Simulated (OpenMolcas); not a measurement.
# Mn3+, Tc3+, Re3+: d⁴ down the group

- Program: OpenMolcas 26.06
- Method: SS-CASPT2, IPEA 0.25 Eh, imaginary shift 0.1 Eh
- Basis: ANO-RCC-VQZP
- Scalar Hamiltonian: DKH2, point nucleus
- Spin-orbit coupling: state interaction with AMFI integrals over the reference wave functions, term energies averaged over their components

Active space for each ion: 4 electrons in 10 orbitals (d d); closed shells correlated by CASPT2: Mn3+ 3s 3p; Tc3+ 4s 4p; Re3+ 5s 5p.

Computed levels in cm-1 above ⁵D₀:

| Level | Mn3+ | Tc3+ | Re3+ |
| --- | --- | --- | --- |
| ⁵D₁ | 102 | 345 | 3370 |
| ⁵D₂ | 301 | 942 | 6450 |
| ⁵D₃ | 589 | 1708 | 8930 |
| ⁵D₄ | 957 | 2590 | 10750 |
| ³P₀(1) | 20920 | 14260 | 15240 |
| ³H₄ | 21450 | 15560 | 17860 |
| ³P₁(1) | 21530 | 16040 | 20520 |
| ³H₅ | 21680 | 16400 | 22060 |
| ³H₆ | 21940 | 17140 | 24080 |
| weight of ⁵D in the lowest level (%) | 100 | 98 | 66 |

Mixed levels, with the weight of the term that names them: Re3+ ⁵D₀ (66 %), Re3+ ⁵D₄ (75 %), Re3+ ³P₀(1) (55 %), Re3+ ³H₄ (58 %).

Measured, with the error of the calculation in %. Measured levels: Mn3+ from Corliss and Sugar, J. Phys. Chem. Ref. Data 6, 1253 (1977); Re3+ from the list in Brasseur, Gamrath and Quinet, At. Data Nucl. Data Tables 157, 101636 (2024).

```tsv
Level	Mn3+	Re3+
⁵D₁	99.0 (+3.1)	3084 (+9.2)
⁵D₂	287 (+5.1)	5979 (+7.9)
⁵D₃	552 (+6.7)	8350 (+7.0)
⁵D₄	886 (+8.0)	10121 (+6.2)
³P₀(1)	20654 (+1.3)	
³H₄	21281 (+0.8)	16946 (+5.4)
³P₁(1)	21279 (+1.2)	19340 (+6.1)
³H₅	21475 (+1.0)	20930 (+5.4)
³H₆	21679 (+1.2)	22896 (+5.2)
```

The fine-structure level ⁵D₄ changes by a factor of 11.2 from Mn3+ to Re3+.

Without spin-orbit coupling ³P(1) lies 21460, 15500, 13070 cm-1 above ⁵D in that order; the difference to the level ³P₀(1), of either sign, comes from spin-orbit coupling, which also lowers the zero.

Term energies are means over components that CASPT2 splits; among the terms shown or strongly mixed into the levels shown the widest spread is 130 cm-1 (5d⁴ ¹I, Re3+). Active for correlation alone: 4d; no level in the range computed is led by a configuration that fills it, so any true level of that kind is missing (holds for Mn3+). Active for correlation alone: 5d; no level in the range computed is led by a configuration that fills it, so any true level of that kind is missing (holds for Tc3+). Active for correlation alone: 6d; no level in the range computed is led by a configuration that fills it, so any true level of that kind is missing (holds for Re3+). Measured partners are found by configuration, term and J. A level has none where our copy of the source lacks it or the pairing is in doubt (some pairs that miss far off the trend of their configuration count as doubtful), and it then counts in no deviation. Levels of configurations outside the active space are missing.

A number in round brackets counts repeated terms of one configuration in the order of the reference energies.
